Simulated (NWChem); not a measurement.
# AlN₂H₄Cl; SMILES [NH2][Al]([NH2])[Cl]

```xyz
8

Al     0.0000     0.0000    -0.4133
Cl     0.0000     0.0000     1.6959
N      0.0000    -1.5559    -1.2448
H      0.0000    -2.4494    -0.7672
H      0.0000    -1.6964    -2.2479
N      0.0000     1.5559    -1.2448
H      0.0000     1.6964    -2.2479
H      0.0000     2.4494    -0.7672
```
Atoms are numbered in this order, from 1.

All runs: NWChem. Medium grid unless said otherwise, to which SCAN and Minnesota functionals are sensitive. Geometry: optimised at PBE0/def2-SVP. Hybrids' shares of exact exchange are those that their runs print; pure functionals count as 0. The functionals differ in more than this share.

| row | share of exact exchange | orbital gap (eV) |
|---|---|---|
| PBE/def2-SVP | 0.00 | 4.85 |
| SCAN/def2-SVP | 0.00 | 5.68 |
| B3LYP/def2-SVP | 0.20 | 6.59 |
| B97-2/def2-SVP | 0.21 | 6.91 |
| BHandHLYP/def2-SVP | 0.50 | withheld |

Fit a straight line of the last column on the one before it, predict the withheld value, and compare with the run.


1. Means of the 4 shown rows: x = 0.103, y = 6.007. Slope Σ(x − x̄)(y − ȳ)/Σ(x − x̄)² = 0.3060/0.04208 = 7.273; intercept 5.262.
2. The shown rows scatter about the line by 0.306 (root mean square); the largest residual is +0.42, at SCAN/def2-SVP.
3. At x = 0.50 (BHandHLYP/def2-SVP; beyond the shown range) the line gives 8.90.
4. The run gives 9.26, +0.36 from the line, 1.2 times the scatter.
